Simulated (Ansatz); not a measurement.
Consider the redistribution: `BCC[SiH2]C` + `N=C[SiH2]N` → `C[SiH2][SiH2]C=N` + `BCCN`.

Program: Ansatz. Geometries: PBE0-D4/def2-TZVP. ΔE: electronic, gas phase. CCSD(T)/CBS adds triple-zeta CCSD(T) − MP2 to the extrapolated MP2 energy (def2 sets, frozen cores). Functionals use def2-TZVPP. One conformer a species, not always the lowest.

Q: Is it downhill or uphill in electronic energy at CCSD(T)/CBS, and by how much? (Best estimate.)

A: The calculation gave: Uphill: ΔE = +109.3 kJ/mol.

Q: What do these levels give: r2SCAN, PBE0, MP2/def2-TZVPP, CCSD(T)/def2-TZVPP, HF/def2-QZVPP, MP2/def2-QZVPP? (Best estimate.)

A: Computed: r2SCAN 104.7, PBE0 94.9, MP2/def2-TZVPP 117.1, CCSD(T)/def2-TZVPP 105.9, HF/def2-QZVPP 117.6, MP2/def2-QZVPP 119.6 kJ/mol.

Largest T1 diagnostic among the species: 0.013.

From PBE to PBE0 (25 % exact exchange), in def2-TZVPP and without D4, ΔE moves by +6.3 kJ/mol.
